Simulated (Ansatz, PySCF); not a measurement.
Process, species as SMILES: O[Si](O)(F)F [difluoro(dihydroxy)silane] → O[Si](O)F + F atom (the F-Si bond at the site shown breaks; other sites are not compared here)
Each molecule is optimised on its own at B3LYP-D3(BJ)/def2-TZVP (Ansatz, a program for electronic structure), one conformer each, not searched for the lowest.

Quantity: bond dissociation energy (enthalpy at 298 K, with B3LYP-D3(BJ) rigid-rotor harmonic-oscillator terms from PySCF), in kJ/mol. Valence correlation only, unless marked. UHF or UKS for open shells. Spin-orbit coupling is left out. No relativistic terms. CBS marks a two-point X^-3 extrapolation of the correlation energy; Hartree-Fock from the larger set (for Q and 5 zeta extrapolated as (X+1)exp(-9√X)).

| level | program | bond dissociation energy (kJ/mol) |
|---|---|---|
| PBE-D3(BJ)/def2-TZVPD | Ansatz + dftd3 | 664.9 |
| BLYP-D3(BJ)/def2-TZVPD | Ansatz + dftd3 | 656.6 |
| BLYP/def2-TZVPD | Ansatz | 653.0 |
| revPBE-D3(BJ)/def2-TZVPD | Ansatz + dftd3 | ___ |
| PBE0/def2-TZVP | Ansatz | 661.7 |
| PBE0/def2-QZVPP | Ansatz | 662.5 |
| BHLYP-D3(BJ)/def2-TZVPD | Ansatz + dftd3 | 653.1 |
| B2PLYP/def2-TZVPD | Ansatz | 674.3 |
| SCS-MP2/6-31G* | Ansatz | 680.7 |
| CCSD(T)/CBS(cc-pV(Q+d)Z,cc-pV(5+d)Z) | Ansatz | ___ |

Question: Some entries are withheld; supply them.

Answer: 
- revPBE-D3(BJ)/def2-TZVPD, bond dissociation energy (kJ/mol): 638.1
- CCSD(T)/CBS(cc-pV(Q+d)Z,cc-pV(5+d)Z), bond dissociation energy (kJ/mol): 700.4
